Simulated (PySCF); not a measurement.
Two-photon absorption: `C(/C([Se]C)=O)=C/C=C/[O-]`, [C$_{6}$H$_{7}$O$_{2}$Se]-, charge -1

Molfile (atoms numbered from 1):
```
C6H7O2Se
     RDKit          3D

 16 15  0  0  0  0  0  0  0  0999 V2000
    3.3248   -0.0191   -0.1323 C   0  0  0  0  0  0  0  0  0  0  0  0
    2.1024   -0.5444    1.2705 Se  0  0  0  0  0  2  0  0  0  0  0  0
    0.4469    0.1548    0.3183 C   0  0  0  0  0  0  0  0  0  0  0  0
    0.5911    0.6732   -0.7718 O   0  0  0  0  0  0  0  0  0  0  0  0
   -0.7096   -0.0683    1.0945 C   0  0  0  0  0  0  0  0  0  0  0  0
   -2.0052    0.3049    0.7078 C   0  0  0  0  0  0  0  0  0  0  0  0
   -2.4623    0.9356   -0.4351 C   0  0  0  0  0  0  0  0  0  0  0  0
   -3.8563    1.2078   -0.5858 C   0  0  0  0  0  0  0  0  0  0  0  0
   -4.4278    1.7544   -1.5224 O   0  0  0  0  0  0  0  0  0  0  0  0
    2.6725    0.4468   -0.8927 H   0  0  0  0  0  0  0  0  0  0  0  0
    3.8409   -0.8911   -0.5576 H   0  0  0  0  0  0  0  0  0  0  0  0
    4.0614    0.7096    0.2340 H   0  0  0  0  0  0  0  0  0  0  0  0
   -0.5704   -0.5645    2.0584 H   0  0  0  0  0  0  0  0  0  0  0  0
   -2.7914    0.0537    1.4380 H   0  0  0  0  0  0  0  0  0  0  0  0
   -1.7694    1.2303   -1.2263 H   0  0  0  0  0  0  0  0  0  0  0  0
   -4.4654    0.8527    0.3024 H   0  0  0  0  0  0  0  0  0  0  0  0
  1  2  1  0
  2  3  1  0
  3  4  2  0
  3  5  1  0
  5  6  2  0
  6  7  1  0
  7  8  2  0
  8  9  1  0
  1 10  1  0
  1 11  1  0
  1 12  1  0
  5 13  1  0
  6 14  1  0
  7 15  1  0
  8 16  1  0
M  CHG  1   9  -1
M  END
```

Theory: TDDFT CAM-B3LYP/aug-cc-pVDZ excited states, vertical, gas phase (PySCF). Geometry: PBE0-D3(BJ)/def2-SVP.

The calculation is non-relativistic, which matters for the atoms heavier than Zn. For a gas-phase anion, states above the detachment energy (about 2.7 eV, taken as minus the energy of the highest occupied orbital) lie in the continuum and depend on the basis.

Task: Give the one- and two-photon strengths of the lowest singlets.

Result: δ for parallel linear polarisation; σ at the peak of a Lorentzian of half width 0.1 eV, single beam; Ω is circular over linear.
```
state  E (eV)      f  photon λ (nm)  δ (au)  σ (GM)     Ω                                    main
   S1    3.67  0.000            676    7.56    0.04  1.50                        HOMO→LUMO+1 0.90
   S2    3.81  0.004            651    72.5    0.39  1.50                          HOMO→LUMO 0.79
   S3    3.94  0.878            630     115    0.66  0.83                        HOMO→LUMO+4 0.92
   S4    4.22  0.000            588    87.7    0.57  1.50                        HOMO→LUMO+3 0.89
   S5    4.34  0.000            571    1.37    0.01  1.50  HOMO−2→LUMO+4 0.61, HOMO−3→LUMO+4 0.21
   S6    4.42  0.000            561     154    1.11  1.50      HOMO→LUMO+5 0.42, HOMO→LUMO+6 0.23
```

Among these, the strongest one-photon state is S3, the strongest two-photon state S6.
